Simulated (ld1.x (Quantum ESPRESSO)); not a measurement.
## nitrogen: one change to a TM potential, before and after

```
Element                 : nitrogen (N)
Generator               : ld1.x (Quantum ESPRESSO) 7.5
Type                    : norm-conserving Troullier–Martins (Kleinman–Bylander form)
Functional              : Wu–Cohen
Relativity              : scalar-relativistic
Frozen core             : [He]
Valence charge          : 5
Reference configuration : 2s2 2p3
Partial waves           : 2s (bound): rc 1.10 bohr; 2p (bound): rc 1.85 bohr
Local potential         : the p channel
Core correction         : Bessel-smoothed model core, default radius (core density twice the valence density)
```

All-electron outer shells of the reference configuration (Wu–Cohen, scalar-relativistic, ld1.x):

```csv
shell,level (eV),outermost node (bohr),outermost maximum (bohr)
1s,-383.97,–,0.15
2s,-18.47,0.32,1.02
2p,-7.05,–,0.97
```

Change: reference 2s2 2p1.

Cutoffs: the cutoffs (Ry, on a coarse ladder) from which the occupation-weighted sum of valence levels, in a spherical-Bessel basis at the reference potential, stays within 10 and 1 mRy of its value at 400 Ry; they do not see the model core or the augmentation charge, which bear on the density cutoff. Errors are all-electron minus pseudo energies relative to the spin-unpolarised reference configuration.

Q: What does the change do?

A: The potential gets neither clearly harder nor softer (45 Ry and 110 Ry → 50 Ry and 110 Ry); the range in which the s phases agree narrows (upper end 2.1 → -0.2); the range in which the p phases agree narrows (upper end 1.8 → -0.5); neither file shows a bound ghost.

```tsv
quantity	base	changed
cutoff, loose	45 Ry	50 Ry
cutoff, tight	110 Ry	110 Ry
bound ghosts	none	none
largest error over its own tests, meV	+1840	+653
s: phases at 2.01 bohr within 0.05 rad from the reference energy up to (Ry; the scan ends near 5)	2.1	-0.2
p: phases at 2.01 bohr within 0.05 rad from the reference energy up to (Ry; the scan ends near 5)	1.8	-0.5
```
